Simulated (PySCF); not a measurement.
C₇H₈N (doublet state).
Numbering: `[CH2:1]=[CH:2][CH:3][n:4]1[cH:5][cH:6][cH:7][cH:8]1` (hydrogens: H9, H10 on C1; H11 on C2; H12 on C3; H13 on C5; H14 on C6; H15 on C7; H16 on C8)

Cartesian coordinates in Å at the GFN2-xTB level; atoms count from 1:
```xyz
16
C7H8N angstrom
C     -3.2181    0.3519    0.0798
C     -1.9607   -0.1640    0.0822
C     -0.8110    0.6192    0.0549
N      0.4689    0.1555    0.0575
C      0.9028   -1.1455    0.0862
C      2.2674   -1.1536    0.0738
C      2.6960    0.1965    0.0363
C      1.5736    0.9702    0.0273
H     -4.0850   -0.2817    0.1018
H     -3.3857    1.4145    0.0572
H     -1.8468   -1.2387    0.1058
H     -0.9046    1.6954    0.0291
H      0.2196   -1.9693    0.1137
H      2.8980   -2.0206    0.0893
H      3.7105    0.5423    0.0182
H      1.4674    2.0369    0.0023
```

The hyperfine couplings belong to this conformer and change with its torsions.

Computed, not measured: UKS B3LYP, pcH-1 on C H N, non-relativistic, mean-field spin-orbit, GIAO in PySCF 2.14.0. The structure is a single GFN2-xTB conformer in the gas phase; no vibrational or solvent corrections. The geometry wasn't refined by DFT: couplings that depend on bond lengths, twists or pyramidal angles can differ widely from those at the functional's own minimum. Stability of the SCF solution: not tested.

The Mulliken spin populations are largest on C1 (+0.59), C3 (+0.58), C2 (-0.23) and C6 (+0.06). The angles at C1 add up to 360.0°, so it is planar.

Question: Test a(H) = Q·ρ(C) for the protons on planar carbons with a spin population beyond ±0.08.

Answer: 
| H | C | ρ(C) | a(H) (G) | a/ρ (G) |
| --- | --- | --- | --- | --- |
| H9 | C1 | +0.586 | -13.20 | -22.5 |
| H10 | C1 | +0.586 | -12.35 | -21.1 |
| H11 | C2 | -0.233 | +3.76 | -16.2 |
| H12 | C3 | +0.576 | -13.57 | -23.6 |

A least-squares line through the origin gives Q = -22.1 G with Mulliken populations. Where ρ is negative the coupling is positive.

Question: Leave H9 and its like out of the fit. How well does the relation then predict its coupling?

Answer: The other protons give Q = -22.5 G, so a = -22.5 × 0.586 ≈ -13.20 G, against the computed -13.20 G.

Couplings in gauss use g_iso = 2.0026.
